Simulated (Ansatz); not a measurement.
Born–Oppenheimer molecular dynamics of AlClH5NOSi (10 atoms, charge 0, multiplicity 1). It goes on from the last frame of an earlier run, with new velocities.

These are results of RKS B3LYP-D4/STO-3G (Ansatz), not measurements.

```json
{"ensemble": "NVT, Nosé–Hoover chain", "time step": "1 fs", "steps asked": "250", "set temperature": "500 K", "thermostat": "time constant 300 fs, chain length 5", "seed": "492656"}
```

First frame:

```xyz
10
Properties=species:S:1:pos:R:3
Al 0.051 -0.768 0.624
Cl -1.340 -2.197 1.356
O 0.879 -0.989 -0.951
Si 2.449 -1.058 -0.315
H 3.084 0.120 -1.087
H 2.650 -1.055 1.034
H 3.202 -2.171 -0.976
N 0.227 0.804 1.446
H 0.904 0.663 2.290
H 0.118 1.729 0.791
```

(1) How far do the bonds stretch over the last three quarters of this one trajectory? (Pairs bonded in most of those frames.)

## Answers

(1) 
```tsv
bond	mean (Å)	spread (Å)	shortest	longest
Al1–Cl2	2.094	0.057	1.99	2.20
Al1–O3	1.677	0.053	1.58	1.80
Al1–N8	1.744	0.036	1.67	1.83
O3–Si4	1.697	0.054	1.56	1.81
Si4–H5	1.460	0.052	1.37	1.55
Si4–H6	1.466	0.069	1.36	1.57
Si4–H7	1.458	0.040	1.39	1.53
N8–H9	1.053	0.050	0.96	1.14
N8–H10	1.059	0.061	0.94	1.17
```

Pairs bonded in part of these frames only: Al1–Si4 34 %.

Mean temperature of the second half: 1045 K. The conserved energy wandered by up to 6.3 meV per atom (net -1.7 meV per atom), which is poor conservation. The mean temperature of the second half is 109 % above the set value. A run of 0.25 ps of so small a system gives no equilibrium averages. Limits of this set-up: minimal basis.

Time of the run: 11 min on 1 thread of Arm Neoverse V1, with other jobs on the host, peak memory 0.11 GiB.
